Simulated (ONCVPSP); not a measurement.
# Pseudopotential generation for oxygen: ONCV, LDA (Perdew-Zunger), scalar-relativistic.

The input file (ONCVPSP 4.0.1):

```
# ATOM AND REFERENCE CONFIGURATION
# atsym  z   nc   nv     iexc    psfile
  O 8.00    1    2        3      upf
#
#   n    l    f
    1    0    2.00
    2    0    2.00
    2    1    4.00
#
# PSEUDOPOTENTIAL AND OPTIMIZATION
# lmax
    2
#
#   l,   rc,      ep,       ncon, nbas, qcut
    0    0.90    0.00    4    9    7.90
    1    1.65    0.00    3    6    6.40
    2    1.80    0.30    3    7    6.10
#
# LOCAL POTENTIAL
# lloc, lpopt,  rc(5),   dvloc0
    4    5    0.65    2.00
#
# VANDERBILT-KLEINMAN-BYLANDER PROJECTORs
# l, nproj, debl
    0    1    1.60
    1    2    0.40
    2    2    1.30
#
# MODEL CORE CHARGE
# icmod, fcfact, rcfact
    3    3.75    1.25
#
# LOG DERIVATIVE ANALYSIS
# epsh1, epsh2, depsh
   -2.00    5.00    0.02
#
# OUTPUT GRID
# rlmax, drl
    6.00    0.01
#
# TEST CONFIGURATIONS
# ncnf
    4
# nvcnf
#   n    l    f
    2
    2    0    2.00
    2    1    3.00
#
    2
    2    0    2.00
    2    1    2.00
#
    2
    2    0    2.00
    2    1    1.00
#
    2
    2    0    1.00
    2    1    4.00
#
```

Command:

```bash
oncvpsp.x < O.dat > O.out
```

Resulting log (shortened: citation, most of the input echo, consistency checks and plot data are left out):

```
ONCVPSP  (Optimized Norm-Conservinng Vanderbilt PSeudopotential)
scalar-relativistic version 4.0.1

#   n    l    f        energy (Ha)
    1    0    2.00    -1.8774795E+01
    2    0    2.00    -8.7291014E-01
    2    1    4.00    -3.3803834E-01

Reference configufation results
  iterations    24
  all-electron total energy (Ha)   -7.45249658D+01

Begin loop to  construct optimized pseudo wave functions
and semi-local pseudopoentials for all angular momenta

Calculating optimized projector #   1

 for l=   0

    Fraction of norm inside rc  0.361813
    Optimizing pswf for qcut=   7.91 a_B^-1,  ecut=  31.27 Ha
    Residual kinetic energy error=  1.45D-03 Ha

    Energy error per electron        Cutoff
         Ha          eV             Ha
         0.01000     0.27211       21.62
         0.00100     0.02721       34.67
         0.00010     0.00272      249.93
         0.00001     0.00027      302.66

   Wellstate for l =  1  n =  3
     eigenvalue =   0.0620
     asymptotic potential =   0.5620
     half-point radius = 18.2498

Calculating optimized projector #   1

 for l=   1

    Fraction of norm inside rc  0.764747
    Optimizing pswf for qcut=   6.39 a_B^-1,  ecut=  20.44 Ha
    Residual kinetic energy error=  2.21D-04 Ha

    Energy error per electron        Cutoff
         Ha          eV             Ha
         0.01000     0.27211       14.57
         0.00100     0.02721       18.20
         0.00010     0.00272       30.61
         0.00001     0.00027       71.45

Calculating optimized projector #   2

 for l=   1

    Fraction of norm inside rc  0.019724
    Optimizing pswf for qcut=   6.39 a_B^-1,  ecut=  20.44 Ha
    Residual kinetic energy error=  1.48D-05 Ha

    Energy error per electron        Cutoff
         Ha          eV             Ha
         0.01000     0.27211        8.05
         0.00100     0.02721       13.58
         0.00010     0.00272       17.68
         0.00001     0.00027       21.06

   Wellstate for l =  2  n =  3
     eigenvalue =   0.3000
     asymptotic potential =   0.8000
     half-point radius =  7.2488

   Wellstate for l =  2  n =  4
     eigenvalue =   1.6000
     asymptotic potential =   2.1000
     half-point radius =  3.9346

Calculating optimized projector #   1

 for l=   2

    Fraction of norm inside rc  0.016620
    Optimizing pswf for qcut=   6.09 a_B^-1,  ecut=  18.54 Ha
    Residual kinetic energy error=  2.33D-07 Ha

    Energy error per electron        Cutoff
         Ha          eV             Ha
         0.01000     0.27211        1.12
         0.00100     0.02721        4.01
         0.00010     0.00272        8.81
         0.00001     0.00027       13.10

Calculating optimized projector #   2

 for l=   2

    Fraction of norm inside rc  0.231581
    Optimizing pswf for qcut=   6.09 a_B^-1,  ecut=  18.54 Ha
    Residual kinetic energy error=  3.35D-05 Ha

    Energy error per electron        Cutoff
         Ha          eV             Ha
         0.01000     0.27211        8.26
         0.00100     0.02721       13.02
         0.00010     0.00272       16.79
         0.00001     0.00027       24.87

Construct Vanderbilt / Kleinmman-Bylander projectors

B matrix Hermiticity error, ll=   1
   1   2    5.8713E-06

  Orthonormal projector coefficients -2.3796E+00 -2.2323E+00

B matrix Hermiticity error, ll=   2
   1   2    6.7104E-06

  Orthonormal projector coefficients -6.7251E+00 -1.0014E+00

Model core correction analysis
  based on d2Exc/dn_idn_j

d2excae - all-electron derivatives

   -5.119018D-02   -4.490302D-02
   -4.490409D-02   -4.343961D-02

d2excps - pseudofunction derivatives with no core correction

   -5.244372D-02   -4.766441D-02
   -4.766554D-02   -4.471411D-02

rms 2nd derivative error    2.147475E-03

rmatch, rhocmatch    0.4064    7.7432

Teter function model core charge with specified parameters

d2excps - pseudofunction derivatives with core correction

   -5.079229D-02   -4.676337D-02
   -4.676421D-02   -4.415509D-02

rms 2nd derivative error    1.377606E-03

Pseudoatom total energy  -15.418564

Diagnostic tests using Vanderbilt-Kleinman-Bylander pseudopotentials
  1 or more projectors used as specified by nproj input data

   l    rcore       rmatch      e in        delta e   norm test  slope test

   0   0.9004558   0.9277956  -0.8729101  -0.0000187   0.9999980   1.0000804

   1   1.6575111   1.7078368  -0.3380383  -0.0000619   0.9999956   0.9998782
   1   1.6575111   1.7078368   0.0619617  -0.0000137   1.0000235   1.0000235

   2   1.8023046   1.8570265   0.3000000  -0.0000229   1.0000245   1.0000245
   2   1.8023046   1.8570265   1.6000000   0.0000050   1.0000721   1.0000721

 Testing for bound ghosts
   n   l    E NL Schr. Eq   E Basis Diag.   E Cutoff

   1   0       -0.872929       -0.830635    321.54

   2   1       -0.338100       -0.336347     56.17

 Testing for highly-localized positive-energy ghosts
       l    <radius>/rc     E Basis Diag.   E Cutoff

Test configuration 0

   n   l     f        eae           eps        diff
   1   0  2.0000  -18.77479519
   2   0  2.0000   -0.87291014   -0.87292879   -1.87D-05
   2   1  4.0000   -0.33803834   -0.33810022   -6.19D-05

    Total energies and differences
      AE_ref= -7.45249658D+01  AE_tst= -7.45249658D+01  dif=  0.00D+00
      PS_ref= -1.54185639D+01  PS_tst= -1.54185639D+01  dif= -2.84D-14
      PSP excitation error=  2.84D-14

Test configuration 1

   n   l     f        eae           eps        diff
   1   0  2.0000  -19.46735965
   2   0  2.0000   -1.44779666   -1.44606196    1.73D-03
   2   1  3.0000   -0.90356538   -0.89491473    8.65D-03

    Total energies and differences
      AE_ref= -7.45249658D+01  AE_tst= -7.39155336D+01  dif=  6.09D-01
      PS_ref= -1.54185639D+01  PS_tst= -1.48122577D+01  dif=  6.06D-01
      PSP excitation error=  3.13D-03

Test configuration 2

   n   l     f        eae           eps        diff
   1   0  2.0000  -20.35450837
   2   0  2.0000   -2.13208622   -2.11893695    1.31D-02
   2   1  2.0000   -1.59310063   -1.55712860    3.60D-02

    Total energies and differences
      AE_ref= -7.45249658D+01  AE_tst= -7.26767761D+01  dif=  1.85D+00
      PS_ref= -1.54185639D+01  PS_tst= -1.35938182D+01  dif=  1.82D+00
      PSP excitation error=  2.34D-02

Test configuration 3

   n   l     f        eae           eps        diff
   1   0  2.0000  -21.42065993
   2   0  2.0000   -2.90693320   -2.86685724    4.01D-02
   2   1  1.0000   -2.39008655   -2.29918336    9.09D-02

    Total energies and differences
      AE_ref= -7.45249658D+01  AE_tst= -7.06936513D+01  dif=  3.83D+00
      PS_ref= -1.54185639D+01  PS_tst= -1.16714445D+01  dif=  3.75D+00
      PSP excitation error=  8.42D-02

Test configuration 4

   n   l     f        eae           eps        diff
   1   0  2.0000  -19.46690188
   2   0  1.0000   -1.45297645   -1.45998873   -7.01D-03
   2   1  4.0000   -0.90660151   -0.90803822   -1.44D-03

    Total energies and differences
      AE_ref= -7.45249658D+01  AE_tst= -7.33702303D+01  dif=  1.15D+00
      PS_ref= -1.54185639D+01  PS_tst= -1.42607052D+01  dif=  1.16D+00
      PSP excitation error= -3.12D-03
```

The run took about 1.9 s on one core of a shared server CPU.
